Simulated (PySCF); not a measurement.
Cl2Se. Atoms are numbered in the order given.

```xyz
3

Se     0.0000     0.0000     0.6794
Cl     0.0000    -1.6623    -0.6794
Cl     0.0000     1.6623    -0.6794
```
Charge 0, spin multiplicity 1.

The structure is a stationary point at PBE0-D3(BJ)/def2-TZVP. The isomer is the one that the SMILES or the coordinates give; other isomers of the formula were not compared.

All values below come from PBE0-D3(BJ)/def2-TZVP (PySCF).

Frequencies are harmonic and unscaled.

| mode | ν (cm⁻¹) | IR (km/mol) | Raman (Å⁴/amu) | depolarisation | moving atoms (share of kinetic energy) |
|---|---|---|---|---|---|
| 1 | 162 | 0.6 | 6.0 | 0.62 | Cl 80 %, Se 20 % |
| 2 | 415 | 55.0 | 6.9 | 0.75 | Cl 65 %, Se 35 % |
| 3 | 437 | 10.2 | 17.0 | 0.11 | Cl 72 %, Se 28 % |
